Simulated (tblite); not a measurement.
Species: C4H5ClO2Si.
Cartesian coordinates in Å at the GFN2-xTB level; atoms count from 1:
```xyz
13
C4H5ClO2Si angstrom
O     -1.7780    2.3200    1.1784
C     -1.5932    1.2140    0.8760
C     -1.4252   -0.0353    0.5512
Cl    -1.8108   -1.1978    1.8129
C     -0.8691   -0.5293   -0.7507
C      0.4585    0.1759   -1.0174
O      0.5878    0.9154   -1.9625
Si     1.9211   -0.1590    0.1902
H     -1.5634   -0.3389   -1.5747
H     -0.6908   -1.6012   -0.6692
H      2.7850    1.0128    0.1622
H      2.5922   -1.3489   -0.3347
H      1.3815   -0.4273    1.5205
```

Method: GFN2-xTB as coded in tblite; computed harmonic values from a numerical Hessian at the method's own geometry, unscaled. This tight-binding method is rough: wavenumbers can miss measured ones by several per cent, in bad cases by 10 to 20. Modes of hydrogen on silicon can be 10 to 20 % off. One conformer, not necessarily the lowest. The optimisation stopped once no atom felt more than 0.01 eV/Å.

Lowest wavenumbers of the output (negative numbers stand for imaginary wavenumbers):
```
mode    cm-1
  1     -34.0
  2      30.7
  3      32.9
  4      75.3
  5     129.1
  6     212.6
  7     241.8
  8     301.1
  9     370.2
 10     386.5
 11     423.9
 12     540.3
 13     543.0
 14     588.5
 15     626.3
```

Task: Is this structure a minimum?

Result: Not by this Hessian. 1 mode is imaginary beyond 20i (34i cm⁻¹), so at this level the point lies at or near a first-order saddle. The curvature is small, so loose convergence or finite differences may be the whole cause.

Task: Which atoms move in the imaginary mode?

Result: 34i: H12 (Si–H hydrogen) 28 %, H11 (Si–H hydrogen) 26 %, H13 (Si–H hydrogen) 17 %. These are shares of the mass-weighted motion.

Task: What is the remedy?

Result: Step along that mode in both directions, optimise again with tighter thresholds and repeat the frequencies. The zero-point energy of this point (46.5 kcal/mol) counts the 32 real modes alone, and thermal corrections from it aren't those of a minimum.
